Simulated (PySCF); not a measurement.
Structure problem from calculated spectra and properties.

Elements present: B, C and H. Monoisotopic mass: 136.1423 u.

* NMR, other nuclei: isotropic shieldings of nuclei other than C and H, by class: 13 (1 B) ppm [GIAO PBE0/pcSseg-1]
* 13C NMR: chemical shifts (computed TMS as zero) by class: 158.6 (1 C), 114.0 (1 C), 42.1 (1 C), 38.6 (1 C), 36.7 (1 C), 31.6 (1 C), 30.2 (1 C), 14.1 (2 C) ppm [GIAO PBE0/pcSseg-1]
* 1H NMR: chemical shifts (computed TMS as zero) by class: 4.97 (1 H), 4.95 (1 H), 2.17 (1 H), 1.94 (1 H), 1.93 (1 H), 1.69 (1 H), 1.43 (1 H), 1.34 (1 H), 1.32 (1 H), 1.25 (1 H), 1.21 (1 H), 0.88 (6 H) ppm [GIAO PBE0/pcSseg-1]
* Dipole: 0.69 D [PBE0/pcSseg-1]
* Rotational structure: rotational constants A, B, C: 2.068, 0.859, 0.687 GHz [PBE0-D3(BJ)/def2-SVP]

Gas-phase values; electronic properties from PySCF, density fitting. Levels stand in brackets. The structure is a single PBE0-D3(BJ)/def2-SVP conformer in the gas phase; no vibrational or solvent corrections. NMR values are class means; diastereotopic atoms form classes of their own.

Question: Which formula fits the mass and the elements?

Answer: C9H17B (calculated 136.1423). No other formula that holds each of these elements comes within 0.0003 u with a fitting electron parity and a possible valence count.

Question: What is the compound? Reason from the data.

Answer: Numbering: `[CH2:1]=[C:2]1[CH2:3][CH2:4][CH2:5][C@@H:6]([B:7]([CH3:8])[CH3:9])[CH2:10]1`. 9 carbons fall into 8 classes; from least to most shielded: fully substituted alkene carbon [C2] (158.6 ppm), terminal =CH2 carbon [C1] (114.0 ppm), ring sp3 carbon bound to boron [C6] (42.1 ppm), allylic carbon [C3] (38.6 ppm), allylic carbon [C10] (36.7 ppm), ring CH2 carbon [C4] (31.6 ppm), ring CH2 carbon [C5] (30.2 ppm), chain sp3 carbon bound to boron [C8/C9] (14.1 ppm, 2 C, up to 6.2 ppm apart in this geometry). Hydrogen classes from least to most shielded: 1 H on a terminal =CH2 carbon, C1 (4.97 ppm), 1 H on a terminal =CH2 carbon, C1 (4.95 ppm), 1 H on an allylic carbon, C3 (2.17 ppm), 1 H on an allylic carbon, C3 (1.94 ppm), 1 H on an allylic carbon, C10 (1.93 ppm), 1 H on a ring CH2 carbon, C4 (1.69 ppm), 1 H on a ring CH2 carbon, C5 (1.43 ppm), 1 H on an allylic carbon, C10 (1.34 ppm), 1 H on a ring CH2 carbon, C5 (1.32 ppm), 1 H on a ring CH2 carbon, C4 (1.25 ppm), 1 H on an sp3 carbon bound to boron, C6 (1.21 ppm), 6 H on 2 like atoms (sp3 carbon bound to boron), C8/C9 (0.88 ppm, a mean of values up to 0.5 ppm apart in this geometry). The other shieldings belong to: 13 ppm, three-coordinate boron [B7]. The optimised geometry has point group C1 and is an asymmetric top. Structure: `C1C[C@H](CC(C1)=C)B(C)C`. Computed isomers that give other values at the same levels: `B1CCC[C@H]1C1CCCC1` (rotational constant A: 3.343 GHz; this holds for the one conformer computed). The assignments are read from this structure; whether some other isomer fits the data as well wasn't checked. The mirror image fits equally.
